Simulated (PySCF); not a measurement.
Compound: C4H6O3.
Z-matrix (Å and degrees, PBE0-D3(BJ)/def2-SVP geometry), rows numbered from 1:
```
O 
C   1  1.2025
O   2  1.3389  1  122.91
C   2  1.5000  1  125.60  3  -178.06
C   4  1.5457  2  115.75  1    88.36
O   5  1.4176  4   91.89  2  -120.70
C   6  1.4269  5   92.09  4     4.29
H   3  0.9700  2  106.69  1    -0.78
H   4  1.0982  2  109.77  1  -141.86
H   5  1.1033  4  115.18  2   122.74
H   5  1.1055  4  114.64  2    -4.55
H   7  1.1027  4  115.81  2  -124.09
H   7  1.1030  4  113.12  2     3.76
```

Level: PBE0/def2-SVPD in PySCF, non-relativistic, on one gas-phase PBE0-D3(BJ)/def2-SVP geometry that isn't relaxed in the solvent. The solvent is an IEF-PCM continuum (van der Waals radii × 1.2). Specific hydrogen bonds and non-electrostatic terms are outside this model.

Gas phase at PBE0/def2-SVPD: HOMO -7.57 eV, LUMO -0.35 eV, dipole 2.55 D.

Task: What does the continuum do to the energy, the frontier levels and the dipole at PBE0/def2-SVPD in benzene and acetonitrile?

Result: 
```json
{"solvent": "benzene", "ε": "2.271", "E(solvent) − E(gas) (kcal/mol)": "-3.95", "polarisation term (kcal/mol)": "-4.21", "distortion of the solute (kcal/mol)": "0.26", "HOMO (eV)": "-7.53", "LUMO (eV)": "-0.28", "dipole (D)": "2.91"}
{"solvent": "acetonitrile", "ε": "35.69", "E(solvent) − E(gas) (kcal/mol)": "-8.60", "polarisation term (kcal/mol)": "-9.89", "distortion of the solute (kcal/mol)": "1.29", "HOMO (eV)": "-7.54", "LUMO (eV)": "-0.23", "dipole (D)": "3.40"}
```

The polarisation term is half the interaction of the solute with the surface charges that it induces; the rest is the cost of distorting the solute's density. The sum is the electrostatic part of solvation alone. From benzene to acetonitrile the lowering changes by a factor 2.18, Onsager's factor (ε − 1)/(2ε + 1) by 2.09 and ε itself by 15.7.

Task: Which radius a makes the point-dipole formula ΔE = −[(ε − 1)/(2ε + 1)]·μ²/a³ give the value in acetonitrile, with the gas-phase dipole?

Result: μ = 1.004 au and |ΔE| = 0.01371 Eh give a = 1.74 Å; the farthest nucleus lies 3.10 Å from the centroid of the nuclei, so such a sphere wouldn't even hold the nuclei. The formula assumes a rigid point dipole at the centre of a sphere.

Task: How does the static polarisability (PBE0/def2-SVPD, frozen core, with the continuum's full static response) change?

Result: 
| medium | isotropic (au) | principal values (au) | ⟨r²⟩ of the electrons (bohr²) |
| --- | --- | --- | --- |
| gas | 56.4 | 48.4, 58.1, 62.9 | 728.7 |
| benzene | 63.3 | 54.4, 66.0, 69.7 | 728.7 |
| acetonitrile | 73.2 | 63.9, 77.4, 78.3 | 728.8 |

The isotropic value in acetonitrile is 1.30 times the gas-phase one; no cavity-field correction is applied. ⟨r²⟩ is taken about the centre of nuclear charge.
